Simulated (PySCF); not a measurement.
Computed XPS line lists of a few unrelated compounds.

Theory: delta-SCF UKS SCAN, pcX-2 on the ionised atom, pcseg-1 elsewhere, spin-free X2C in PySCF 2.14.0. Geometries: PBE0-D3(BJ)/def2-SVP; isolated species, one conformer each.

Line lists (1s up to Mg, 2p3/2 beyond; areas count atoms within a level, one atom standing for each set equivalent by bonding):
1. B 1s: 195.25 eV; C 1s: 289.77 eV; N 1s: 404.93 eV
2. C 1s: 292.58 eV; O 1s: 538.29 (area 1), 538.78 (area 2) eV; Si 2p3/2: 108.18 eV
3. C 1s: 282.19 (area 1), 282.79 (area 1), 286.35 (area 1) eV

Structures:
A. `[C-]#CC`
B. `CO[SiH](O)O`
C. `NB(C)C`

Question: Which list belongs to which compound?

Answer: 
- 1 = C: no other candidate has this set of levels. B 1s: 195.25 three-coordinate boron; C 1s: 289.77 sp3 carbon bound to boron (×2); N 1s: 404.93 boron-bound nitrogen.
- 2 = B: no other candidate has this set of levels. C 1s: 292.58 methoxy carbon; O 1s: 538.29 silyl ether oxygen, 538.78 silanol oxygen (×2); Si 2p3/2: 108.18 oxygen-bound silicon.
- 3 = A: no other candidate has this set of levels. C 1s: 282.19 carbon bonded to C, 282.79 carbon bonded to 2 C, 286.35 propargylic carbon.

For 2p shells one spin-free hole was relaxed; a mean-field spin–orbit operator and the ground-state splitting of the three 2p orbitals were then diagonalised within the shell. The shell's mean is (2 × 2p3/2 + 2p1/2)/3, and the degeneracies 2j + 1 give areas of 2:1. 1 of these hole states is spin-contaminated (⟨S²⟩ 0.90, against 0.75; counted from 0.85) and less certain.
